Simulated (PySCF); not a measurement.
I3Sc, SMILES [I][Sc-]([I])[I] (connectivity only; charge and spin as stated), charge -1, multiplicity 2.

Geometry optimised at PBE-D3(BJ)/def2-SVPD. The multiplicity is an assumed one; other spin states were not compared. The def2 effective core potentials stand for the cores of I; spin–orbit coupling is left out.

Level of theory: PySCF with PBE-D3(BJ)/def2-SVPD.

Frequencies are harmonic and unscaled.

Modes within 1.5 cm⁻¹ of each other (mostly degenerate sets) share a row, with their intensities summed.

| mode | ν (cm⁻¹) | IR (km/mol) | moving atoms (share of kinetic energy) |
|---|---|---|---|
| 1–2 | 33 | 0.0 | I 93 % |
| 3 | 56 | 0.0 | Sc 89 %, I 11 % |
| 4 | 117 | 0.0 | I 100 % |
| 5–6 | 256 | 125.2 | Sc 83 %, I 17 % |
